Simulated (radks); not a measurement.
The numbers below are computed, except where a source is named.
Problem. Radial electron density D(r) = 4 pi r^2 rho(r) of an atom or ion with 26 electrons. Level of theory: scalar-relativistic Kohn-Sham, r2SCAN, spin-polarised, spherical densities, finite nucleus; meta-GGA in the generalised Kohn-Sham scheme; Fermi nuclear charge, rms radius of each element as measured or else 0.836 A^(1/3) + 0.57 fm (a radial shooting solver on a logarithmic mesh with Libxc functionals).

```
   r/bohr * D(r) (the largest magnitude, 41.8, reaches the edge; | marks zero)
 0.001676 |*
 0.002131 |*
 0.002688 | *
 0.003417 |  *
 0.004309 |    *
 0.005477 |      *
 0.006908 |          *
 0.008781 |              *
  0.01107 |                    *
  0.01408 |                          *
  0.01775 |                                  *
  0.02257 |                                         *
  0.02846 |                                              *
  0.03618 |                                               *
  0.04563 |                                             *
  0.05801 |                                        *
  0.07316 |                                     *
    0.093 |                                        *
   0.1173 |                                               *
   0.1491 |                                                      *
    0.188 |                                                    *
    0.239 |                                       *
   0.3039 |                           *
   0.3832 |                        *
   0.4872 |                             *
   0.6144 |                              *
    0.781 |                       *
    0.985 |            *
    1.252 |    *
    1.579 | *
    2.007 *
    2.532 *
```

What is the nuclear charge?

Solution. Z = 30. The innermost maximum, from 1s, lies near gamma/Z bohr with gamma = sqrt(1 - (Z/c)^2) = 0.976, here 0.0325 bohr (found: 0.0350), and its height grows with Z. The density is that of the zinc ion Zn4+ in [Ar] 3d8; the configuration itself is not fixed sharply by these data, and Z only to about a unit. D(r) has 3 maxima, at r = 0.0350, 0.159, 0.567 bohr, and minima at 0.0749, 0.359 bohr, inside which lie 2.09, 10.89 electrons.
